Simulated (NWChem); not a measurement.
System: SbF2 cation; SMILES [F][Sb+][F]

Excerpt of the output:

```
             Northwest Computational Chemistry Package (NWChem) 7.3.0
             --------------------------------------------------------

 C2V symmetry detected

                             Geometry "geometry" -> ""
                             -------------------------

 Output coordinates in angstroms (scale by  1.889725989 to convert to a.u.)

  No.       Tag          Charge          X              Y              Z
 ---- ---------------- ---------- -------------- -------------- --------------
    1 Sb                  51.0000     0.00000000     0.00000000     0.32668461
    2 F                    9.0000    -1.39895100     0.00000000    -0.92560639
    3 F                    9.0000     1.39895100     0.00000000    -0.92560639

 Effective nuclear repulsion energy (a.u.)     274.0493577707

      Symmetry information
      --------------------

 Group name             C2v
 Group number             16
 Group order               4
 No. of unique centers     2

                                 NWChem DFT Module
                                 -----------------

 Summary of "ao basis" -> "ao basis" (spherical)
 ------------------------------------------------------------------------------
       Tag                 Description            Shells   Functions and Types
 ---------------- ------------------------------  ------  ---------------------
 Sb                        def2-svpd                12       32   5s4p3d
 F                         def2-svpd                 9       23   4s3p2d

      Symmetry analysis of basis
      --------------------------

        a1         31
        a2         10
        b1         23
        b2         14

            General Information
            -------------------
          SCF calculation type: DFT
          Wavefunction type:  closed shell.
          No. of atoms     :     3
          No. of electrons :    40
           Alpha electrons :    20
            Beta electrons :    20
          Charge           :     1
          Spin multiplicity:     1
          Use of symmetry is: on ; symmetry adaption is: on
          Maximum number of iterations: 150
          AO basis - number of functions:    78
                     number of shells:    30
          Convergence on energy requested:  1.00D-06
          Convergence on density requested:  1.00D-05
          Convergence on gradient requested:  5.00D-04

              XC Information
              --------------
                         PBE0 Method XC Functional
                     Hartree-Fock (Exact) Exchange  0.250
          PerdewBurkeErnzerhof Exchange Functional  0.750
            Perdew 1991 LDA Correlation Functional  1.000 local
           PerdewBurkeErnz. Correlation Functional  1.000 non-local

             Grid Information
             ----------------
          Grid used for XC integration:  medium
          Radial quadrature: Mura-Knowles
          Angular quadrature: Lebedev.
          Tag              B.-S. Rad. Rad. Pts. Rad. Cut. Ang. Pts.
          ---              ---------- --------- --------- ---------
          Sb                  1.45      123           9.0       590
          F                   0.50       49          10.0       434
          Grid pruning is: on
          Number of quadrature shells:   172
          Spatial weights used:  Erf1

      Superposition of Atomic Density Guess
      -------------------------------------

 Sum of atomic energies:        -476.20295195

 Renormalizing density from      41.00 to     40

      Non-variational initial energy
      ------------------------------

 Total energy =    -433.215558
 1-e energy   =    -937.289597
 2-e energy   =     372.072271
 HOMO         =      -0.787616
 LUMO         =      -0.435563

      Symmetry analysis of molecular orbitals - initial
      -------------------------------------------------

  Numbering of irreducible representations:

     1 a1          2 a2          3 b1          4 b2

  Orbital symmetries:

     1 a1          2 b1          3 a1          4 b1          5 a1
     6 b2          7 b1          8 a1          9 a1         10 a2
    11 b2         12 a1         13 b1         14 a1         15 b1
    16 a1         17 b2         18 a2         19 b1         20 a1
    21 b2         22 b1         23 a1         24 a1         25 a1
    26 b2         27 a2         28 b1         29 a1         30 a1

     ---------------------------------------------
      Total Density - Mulliken Population Analysis
     ---------------------------------------------

    Atom       Charge   Shell Charges
 -----------   ------   -------------------------------------------------------
    1 Sb  23    20.37   2.11 -0.06  1.51  0.35  0.03  3.00  3.03  0.37 -0.00  9.91  0.13 -0.01
    2 F    9     9.82   1.99  1.21  0.75  0.03  3.72  2.01  0.10  0.00  0.01
    3 F    9     9.82   1.99  1.21  0.75  0.03  3.72  2.01  0.10  0.00  0.01

   convergence    iter        energy       DeltaE   RMS-Dens  Diis-err
 ---------------- ----- ----------------- --------- --------- ---------
 d= 0,ls=0.0,diis     1   -439.0461499408 -5.71D+02  3.79D-02  2.70D+00
 d= 0,ls=0.0,diis     2   -437.3245030452  1.72D+00  2.87D-02  1.95D+01
 d= 0,ls=0.0,diis     3   -439.3122863706 -1.99D+00  4.78D-03  4.16D-02
 d= 0,ls=0.0,diis     4   -439.3161999619 -3.91D-03  8.17D-04  3.90D-03
 d= 0,ls=0.0,diis     5   -439.3165331361 -3.33D-04  1.14D-04  1.49D-04
  Resetting Diis
 d= 0,ls=0.0,diis     6   -439.3165509942 -1.79D-05  1.81D-05  1.78D-06
 d= 0,ls=0.0,diis     7   -439.3165512005 -2.06D-07  5.07D-06  4.33D-08

         Total DFT energy =     -439.316551200484
      One electron energy =     -949.840290919330
           Coulomb energy =      418.363698246875
    Exchange-Corr. energy =      -39.841727356564
 Nuclear repulsion energy =      132.001768828534

 Numeric. integr. density =       40.000008247880

                  Occupations of the irreducible representations
                  ----------------------------------------------

                     irrep           alpha         beta
                     --------     --------     --------
                     a1                9.0          9.0
                     a2                2.0          2.0
                     b1                6.0          6.0
                     b2                3.0          3.0

                       DFT Final Molecular Orbital Analysis
                       ------------------------------------

 Vector   18  Occ=2.000000D+00  E=-6.790311D-01  Symmetry=a2
              MO Center=  2.3D-14, -4.0D-16, -8.9D-01, r^2= 2.4D+00
   Bfn.  Coefficient  Atom+Function         Bfn.  Coefficient  Atom+Function
  ----- ------------  ---------------      ----- ------------  ---------------
    38      0.469350  2 F  py                61     -0.469350  3 F  py
    41     -0.313884  2 F  py                64      0.313884  3 F  py
    44     -0.070603  2 F  py                67      0.070603  3 F  py
    18     -0.070010  1 Sb d -2              23      0.041792  1 Sb d -2
    51     -0.027436  2 F  d -2              74     -0.027436  3 F  d -2

 Vector   19  Occ=2.000000D+00  E=-6.707724D-01  Symmetry=b1
              MO Center= -4.8D-14,  5.5D-16, -8.9D-01, r^2= 2.5D+00
   Bfn.  Coefficient  Atom+Function         Bfn.  Coefficient  Atom+Function
  ----- ------------  ---------------      ----- ------------  ---------------
    37      0.413240  2 F  px                60      0.413240  3 F  px
    40     -0.282025  2 F  px                63     -0.282025  3 F  px
    39     -0.241780  2 F  pz                62      0.241780  3 F  pz
    42      0.157610  2 F  pz                65     -0.157610  3 F  pz
    43     -0.060144  2 F  px                66     -0.060144  3 F  px

 Vector   20  Occ=2.000000D+00  E=-6.423393D-01  Symmetry=a1
              MO Center= -3.2D-15, -2.3D-15, -1.6D-01, r^2= 2.9D+00
   Bfn.  Coefficient  Atom+Function         Bfn.  Coefficient  Atom+Function
  ----- ------------  ---------------      ----- ------------  ---------------
     3      0.499107  1 Sb s                 39      0.370318  2 F  pz
    62      0.370318  3 F  pz                 4      0.364708  1 Sb s
    14      0.296652  1 Sb pz                42     -0.257522  2 F  pz
    65     -0.257522  3 F  pz                 1     -0.203942  1 Sb s
     2     -0.148496  1 Sb s                 11     -0.111592  1 Sb pz

 Vector   21  Occ=0.000000D+00  E=-4.109637D-01  Symmetry=b2
              MO Center=  1.1D-16,  1.5D-15,  3.1D-01, r^2= 2.5D+00
   Bfn.  Coefficient  Atom+Function         Bfn.  Coefficient  Atom+Function
  ----- ------------  ---------------      ----- ------------  ---------------
    13      0.704330  1 Sb py                16      0.488917  1 Sb py
    10     -0.230193  1 Sb py                38      0.194320  2 F  py
    61      0.194320  3 F  py                 7     -0.184121  1 Sb py
    41     -0.143511  2 F  py                64     -0.143511  3 F  py
    44     -0.067313  2 F  py                67     -0.067313  3 F  py

 Vector   22  Occ=0.000000D+00  E=-3.049979D-01  Symmetry=b1
              MO Center= -2.6D-15, -1.2D-15,  5.5D-01, r^2= 2.9D+00
   Bfn.  Coefficient  Atom+Function         Bfn.  Coefficient  Atom+Function
  ----- ------------  ---------------      ----- ------------  ---------------
    15      0.780447  1 Sb px                12      0.631992  1 Sb px
    36      0.218599  2 F  s                 59     -0.218599  3 F  s
    39     -0.204842  2 F  pz                62      0.204842  3 F  pz
     9     -0.198540  1 Sb px                42      0.176631  2 F  pz
    65     -0.176631  3 F  pz                 6     -0.157944  1 Sb px

 Vector   23  Occ=0.000000D+00  E=-2.791416D-01  Symmetry=a1
              MO Center= -2.2D-14, -2.4D-15,  2.1D-01, r^2= 3.1D+00
   Bfn.  Coefficient  Atom+Function         Bfn.  Coefficient  Atom+Function
  ----- ------------  ---------------      ----- ------------  ---------------
    17      0.820044  1 Sb pz                 4     -0.696263  1 Sb s
    14      0.586763  1 Sb pz                 3     -0.351155  1 Sb s
    36      0.303945  2 F  s                 59      0.303945  3 F  s
    37     -0.226042  2 F  px                60      0.226042  3 F  px
    40      0.210240  2 F  px                63     -0.210240  3 F  px

     ---------------------------------------------
      Total Density - Mulliken Population Analysis
     ---------------------------------------------

    Atom       Charge   Shell Charges
 -----------   ------   -------------------------------------------------------
    1 Sb  23    20.93   2.11 -0.07  1.56  0.22  0.00  2.99  3.02  0.92  0.07  9.80  0.34 -0.04
    2 F    9     9.53   1.99  1.15  0.81  0.08  3.28  2.03  0.18  0.00  0.02
    3 F    9     9.53   1.99  1.15  0.81  0.08  3.28  2.03  0.18  0.00  0.02

     -------------------------------------------
      Total Density - Lowdin Population Analysis
     -------------------------------------------

    Atom       Charge   Shell Charges
 -----------   ------   -------------------------------------------------------
    1 Sb  23    20.90   1.29  0.68  0.80  0.40  0.18  2.77  3.02  0.99  0.36  9.52  0.73  0.15
    2 F    9     9.55   1.98  1.03  0.71  0.16  3.16  2.03  0.36  0.00  0.13
    3 F    9     9.55   1.98  1.03  0.71  0.16  3.16  2.03  0.36  0.00  0.13

     Multipole analysis of the density
     ---------------------------------

     L   x y z        total         alpha         beta         nuclear
     -   - - -        -----         -----         ----         -------
     0   0 0 0      1.000000    -20.000000    -20.000000     41.000000

     1   1 0 0     -0.000000     -0.000000     -0.000000      0.000000
     1   0 1 0     -0.000000     -0.000000     -0.000000      0.000000
     1   0 0 1      1.579961      9.432802      9.432802    -17.285643

     2   2 0 0    -24.290697    -75.044558    -75.044558    125.798419
     2   1 1 0     -0.000000     -0.000000     -0.000000      0.000000
     2   1 0 1     -0.000000     -0.000000     -0.000000      0.000000
     2   0 2 0    -19.996443     -9.998221     -9.998221      0.000000
     2   0 1 1      0.000000      0.000000      0.000000      0.000000
     2   0 0 2    -22.364146    -43.100379    -43.100379     63.836612
```

Level: PBE0/def2-SVPD with def2 effective core potentials on Sb. Geometry: optimised at PBE0/def2-SVP. def2 effective core potentials on Sb; no spin-orbit coupling.

Task: Which NWChem input produces such a log?

Result: This is not unique; one that fits is the input that was run:
```
start job
memory heap 200 mb stack 900 mb global 1100 mb
charge 1
geometry units angstroms noautoz
  Sb     0.000000     0.000000     0.272894
  F     -1.398951     0.000000    -0.979397
  F      1.398951     0.000000    -0.979397
end
basis spherical
  Sb library def2-svpd
  F library def2-svpd
end
ecp
  Sb library def2-ecp
end
dft
  xc pbe0
  iterations 150
  mulliken
end
task dft energy
```
